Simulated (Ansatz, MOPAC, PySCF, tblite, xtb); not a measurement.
Scan of Cl2Mg, singlet: map of symmetric stretch and bend. Scanned: Mg-Cl bond length and Cl-Mg-Cl angle.

Levels: GFN2-xTB, 300 K electronic temperature (tblite); RHF/def2-TZVP, density fitting (PySCF); CAM-B3LYP/def2-TZVP, density fitting (PySCF); r2SCAN/def2-TZVP, density fitting (PySCF); RHF/aug-cc-pVTZ (Ansatz, an electronic-structure program); MP2/aug-cc-pVTZ = MP2 on RHF/aug-cc-pVTZ, frozen core (Ansatz); CCSD/aug-cc-pVTZ = CCSD on RHF/aug-cc-pVTZ, frozen core run with Ansatz; CCSD(T)/aug-cc-pVTZ = Ansatz with CCSD(T) on RHF/aug-cc-pVTZ, frozen core; RKS-PBE/aug-cc-pVTZ = restricted PBE/aug-cc-pVTZ (Ansatz); PM6, restricted, heats of formation (MOPAC); PM7, restricted, heats of formation (MOPAC); GFN1-xTB (xtb); RKS-B3LYP/6-31G* = restricted B3LYP/6-31G*, spherical d (PySCF); RKS-B3LYP/3-21G = restricted B3LYP/3-21G (PySCF); RKS-B3LYP/6-311+G** = restricted B3LYP/6-311+G**, spherical d run with PySCF 2.14.0; RMP2/6-31G* = restricted MP2 (frozen core)/6-31G*, spherical d (PySCF).

Energies in eV at chosen points (x: Mg-Cl bond length (Å); y: Cl-Mg-Cl angle (°)), relative to x = 2.21, y = 180:

```tsv
method	(2.94, 130.77)	(2.32, 148.04)	(2.94, 85)	(2.94, 165.32)	(2.94, 96.23)	(2.21, 148.04)	(2.43, 113.50)
GFN2-xTB	2.108	0.183	2.308	2.095	2.225	-0.012	0.472
RHF	3.758	0.375	4.699	3.505	4.375	0.158	1.315
CAM-B3LYP	3.648	0.390	4.452	3.421	4.183	0.152	1.302
r2SCAN	3.479	0.361	4.208	3.271	3.964	0.142	1.225
RHF/aug-cc-pVTZ	3.729	0.368	4.668	3.474	4.345	0.156	1.306
MP2/aug-cc-pVTZ	3.492	0.332	4.326	3.252	4.051	0.147	1.204
CCSD/aug-cc-pVTZ	3.532	0.341	4.385	3.288	4.101	0.150	1.226
CCSD(T)/aug-cc-pVTZ	3.450	0.330	4.267	3.212	3.998	0.147	1.196
RKS-PBE/aug-cc-pVTZ	3.160	0.318	3.830	2.966	3.606	0.143	1.128
PM6	4.179	0.357	4.681	4.016	4.519	0.135	1.203
PM7	3.857	0.420	4.199	3.741	4.092	0.105	1.211
GFN1-xTB	2.461	0.280	2.692	2.403	2.608	0.044	0.750
RKS-B3LYP/6-31G*	3.276	0.319	4.010	3.073	3.760	0.156	1.158
RKS-B3LYP/3-21G	2.896	0.197	3.604	2.698	3.358	0.153	0.927
RKS-B3LYP/6-311+G**	3.251	0.339	3.978	3.043	3.734	0.168	1.185
RMP2/6-31G*	3.691	0.360	4.542	3.454	4.252	0.157	1.279
```
